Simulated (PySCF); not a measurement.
A made-up structure of BSiClO, singlet:

| atom | x (Å) | y (Å) | z (Å) |
| --- | --- | --- | --- |
| O1 | -0.7797 | -1.9080 | -0.8267 |
| Si2 | 0.8152 | 0.4435 | 0.7329 |
| B3 | -0.7204 | -0.4229 | -0.6241 |
| Cl4 | -1.6192 | 0.4019 | -1.8050 |

It is relaxed with PBE-D4/def2-SVP and then PBE0-D4/def2-TZVP (PySCF 2.14 with density fitting (its default auxiliary sets; JK sets also for MP2 and CCSD(T))). Atoms count as bonded within 1.22 times the sum of their covalent radii (H–H: 0.88 Å). The end point is not checked to be a true minimum.

Does its bonding change? (A judgement: the text doesn't fix the answer.)

By the calculation: Yes. Formed: O1–Si2; broken: none.

Where it ends: The first stage lowers the energy by 3.40 eV in 19 steps. It ends as BSiClO ([Cl][B]1[O][Si]1):
```xyz
4
angstrom
O -0.3485 -1.3750 -0.4013
Si 0.5343 -0.3357 0.6726
B -0.6912 -0.1222 -0.7920
Cl -1.7652 0.3282 -2.0711
```

Labels in which every atom is bracketed show which atoms are joined, not bond orders.

For scale, one of the runs: PBE0-D4/def2-TZVP relaxation, 136 basis functions, launched by `OMP_NUM_THREADS=2 python run.py`. The run took 41 s on 2 CPU threads of an AMD EPYC 7B13 (shared host), with 1.3 GiB of host memory at its peak.
